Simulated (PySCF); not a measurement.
Zr(F)3(OSiH3) (F3H3OSiZr), SMILES [F][Zr]([F])([F])[O][SiH3], multiplicity 1. Atoms are numbered in the order given.

```xyz
9

Zr     0.0000     0.0000     0.6688
F      0.8283     1.6090     1.2981
F      0.9793    -1.5218     1.2981
F     -1.8075    -0.0872     1.2981
O      0.0000     0.0000    -1.2661
Si     0.0000     0.0000    -2.9523
H     -0.6213    -1.2756    -3.4463
H      1.4153     0.0998    -3.4463
H     -0.7940     1.1758    -3.4463
```

Geometry: PBE-D3(BJ)/def2-SVP. The multiplicity is an assumed one; no other spin state was optimised. The structure was generated by enumeration; whether it is a known compound was not checked. The def2 effective core potentials stand for the cores of Zr; spin–orbit coupling is left out. One conformer was computed; it need not be the lowest.

Level of theory: PBE-D3(BJ)/def2-SVP (PySCF).

Frequencies are harmonic and unscaled.

A small imaginary wavenumber (i) marks a very flat motion, where grid noise or a shallow saddle decides the sign.

Modes within 1.5 cm⁻¹ of each other (mostly degenerate sets) share a row, with their intensities summed.

**Question.** Give all harmonic wavenumbers and intensities. (The exact figures need the calculation; the answer reports its results.)

**Answer.** 
```json
[
 {"mode": "1", "ν (cm⁻¹)": "18i", "IR (km/mol)": "0.0", "moving atoms (share of kinetic energy)": "H 97 %"},
 {"mode": "2–3", "ν (cm⁻¹)": "48", "IR (km/mol)": "0.0", "moving atoms (share of kinetic energy)": "F 44 %, O 21 %, Si 19 %, H 10 %"},
 {"mode": "4–5", "ν (cm⁻¹)": "155", "IR (km/mol)": "11.6", "moving atoms (share of kinetic energy)": "F 91 %"},
 {"mode": "6", "ν (cm⁻¹)": "157", "IR (km/mol)": "17.3", "moving atoms (share of kinetic energy)": "F 74 %, Zr 11 %, Si 9 %"},
 {"mode": "7–8", "ν (cm⁻¹)": "185", "IR (km/mol)": "31.8", "moving atoms (share of kinetic energy)": "O 55 %, F 27 %, Zr 13 %"},
 {"mode": "9", "ν (cm⁻¹)": "410", "IR (km/mol)": "19.7", "moving atoms (share of kinetic energy)": "Si 52 %, Zr 31 %"},
 {"mode": "10", "ν (cm⁻¹)": "654", "IR (km/mol)": "154.9", "moving atoms (share of kinetic energy)": "F 91 %, Zr 9 %"},
 {"mode": "11–12", "ν (cm⁻¹)": "678", "IR (km/mol)": "203.7", "moving atoms (share of kinetic energy)": "F 71 %, Zr 23 %"},
 {"mode": "13–14", "ν (cm⁻¹)": "698", "IR (km/mol)": "198.0", "moving atoms (share of kinetic energy)": "H 79 %, Si 8 %"},
 {"mode": "15–16", "ν (cm⁻¹)": "913", "IR (km/mol)": "131.9", "moving atoms (share of kinetic energy)": "H 96 %"},
 {"mode": "17", "ν (cm⁻¹)": "938", "IR (km/mol)": "703.3", "moving atoms (share of kinetic energy)": "H 69 %, Si 19 %, O 11 %"},
 {"mode": "18", "ν (cm⁻¹)": "1006", "IR (km/mol)": "272.1", "moving atoms (share of kinetic energy)": "O 71 %, H 22 %"},
 {"mode": "19", "ν (cm⁻¹)": "2173", "IR (km/mol)": "79.6", "moving atoms (share of kinetic energy)": "H 99 %"},
 {"mode": "20–21", "ν (cm⁻¹)": "2182", "IR (km/mol)": "242.7", "moving atoms (share of kinetic energy)": "H 96 %"}
]
```
